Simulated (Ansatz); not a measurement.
Basis sets compared for the cluster Te₂Pb₃⁺. Charge 1, multiplicity 2. Geometry PBE0-D4/def2-SVP. Ansatz on 4 threads of AMD EPYC on a shared host; times are rough, and most runs start from earlier orbitals.

```xyz
5

Pb    0.9687   -1.2372   -1.5386
Pb   -2.0299    0.5680    0.6233
Pb    1.3747    0.8692    1.1887
Te   -0.2230   -1.7246    1.1279
Te   -0.0904    1.5246   -1.4013
```

In the def2 sets Pb, Te take a core potential; there is no spin–orbit coupling. The structure comes from a short search, and lower isomers may exist.

```tsv
level	functions	energy (Eh)	HOMO (eV)	LUMO (eV)	wall time
PBE-D4/def2-SVP	130	-1114.7680	-8.52	-8.08	13 s
PBE0-D4/def2-SVP	130	-1114.6994	-9.22	-7.48	21 s
```

Estimate the rows for PBE-D4/def2-TZVP (with forces), PBE0-D4/def2-TZVP.


| level | functions | energy (Eh) | HOMO (eV) | LUMO (eV) | wall time |
| --- | --- | --- | --- | --- | --- |
| PBE-D4/def2-TZVP (with forces) | 250 | -1114.8095 | -8.45 | -8.00 | 29 s |
| PBE0-D4/def2-TZVP | 250 | -1114.7370 | -9.14 | -7.37 | 72 s |
